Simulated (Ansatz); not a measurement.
Reaction (ligand exchange at a Ta–Cl bond): `[O]=[Ta]([OH])([OH])[Cl]` + NH₃ → `[NH2][Ta](=[O])([OH])[OH]` + HCl

Isolated molecules relaxed with PBE0-D4/def2-TZVP in Ansatz; ΔE leaves out vibrations. CCSD(T)/CBS is the MP2 limit (def2-TZVPP, def2-QZVPP) plus CCSD(T) − MP2 in def2-TZVPP, frozen cores. This one scheme is used for every species. DFT in def2-TZVPP. Elements past krypton have def2 core potentials. For Ta outer-core shells are correlated without core-valence functions, which leaves a few kJ/mol of doubt a bond. Each species was taken in one conformer, which may not be the lowest.

Problem. Is it downhill or uphill in electronic energy at CCSD(T)/CBS, and by how much? (Best estimate.)

Solution. Computed: Uphill: ΔE = +0.61 eV.

Problem. What do these levels give: BLYP-D4, B97M-V, BHLYP-D4, ωB97M-V, PBE, PBE0, CAM-B3LYP, CCSD(T)/def2-SVP, HF/def2-TZVPP, CCSD/def2-TZVPP, CCSD(T)/def2-TZVPP, MP2/CBS(def2)? (Estimate.)

Solution. Ansatz gave: BLYP-D4 0.60, B97M-V 0.71, BHLYP-D4 0.64, ωB97M-V 0.62, PBE 0.63, PBE0 0.64, CAM-B3LYP 0.59, CCSD(T)/def2-SVP 0.53, HF/def2-TZVPP 0.67, CCSD/def2-TZVPP 0.57, CCSD(T)/def2-TZVPP 0.59, MP2/CBS(def2) 0.69 eV.

Largest T1 diagnostic among the species: 0.020.

At CCSD(T), def2-SVP lies −0.07 eV from the extrapolated value and def2-TZVPP −0.02 eV. Leaving LDA and LC-ωPBE aside and taking each functional with its dispersion term where it has one, the values, not all of them listed here, spread over 0.13 eV, from CAM-B3LYP-D4 to B97M-V. LDA lies −0.08 eV from PBE without D4.
